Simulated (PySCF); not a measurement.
Compound: C₁₀H₅ (charge -1).
SMILES with atom numbers: `[C-:1]#[C:2][c:3]1[cH:4][cH:5][cH:6][c:7]([C:8]#[CH:9])[cH:10]1` (hydrogens: H11 on C4; H12 on C5; H13 on C6; H14 on C9; H15 on C10)

Computed geometry: GFN2-xTB, gas phase.

Q: Give the optimised bond lengths and angles.

A: 
```csv
bond,length (pm)
C1≡C2,124.5
C2–C3,140.0
C3–C4,141.6
C4–C5,137.6
C5–C6,138.8
C6–C7,140.1
C7–C8,141.6
C8≡C9,120.2
C7–C10,138.6
C3–C10,141.2
C4–H11,108.5
C5–H12,108.7
C6–H13,108.4
C9–H14,105.0
C10–H15,108.4
```

A selection of angles:
```csv
angle,degrees
C1–C2–C3,179.7
C2–C3–C4,121.8
C2–C3–C10,121.7
C4–C3–C10,116.5
C3–C4–C5,121.7
C4–C5–C6,121.1
C5–C6–C7,118.7
C6–C7–C8,119.7
C6–C7–C10,120.5
C8–C7–C10,119.8
C7–C8–C9,179.9
C3–C10–C7,121.6
```

The 10 heavy atoms lie in one plane (0.001 Å rms). C6 (aromatic CH carbon) is planar (angles 121.2°, 120.1° and 118.7°, sum 360.0°, 0.00 Å off the plane of its three neighbours). The C–C distances run from 1.202 Å (C8≡C9, drawn triple) to 1.416 Å (C7–C8, drawn single), a spread of 0.214 Å. C5 (aromatic CH carbon) is planar (angles 121.1°, 119.8° and 119.2°, sum 360.0°, 0.00 Å off the plane of its three neighbours). C7 (substituted aromatic carbon) is planar (angles 120.5°, 119.8° and 119.7°, sum 360.0°, 0.00 Å off the plane of its three neighbours). C3 (substituted aromatic carbon) is planar (angles 121.8°, 121.7° and 116.5°, sum 360.0°, 0.00 Å off the plane of its three neighbours). The 6-membered ring C3–C4–C5–C6–C7–C10 has internal angles of 116.5° to 121.7° (sum 720°, against 720° for a flat polygon); it is planar, 0.00 Å rms from its mean plane, widest ring torsion 0°.

Point group: Cs (tolerance 0.08 Å). Whether it is a minimum is left open (no frequencies).
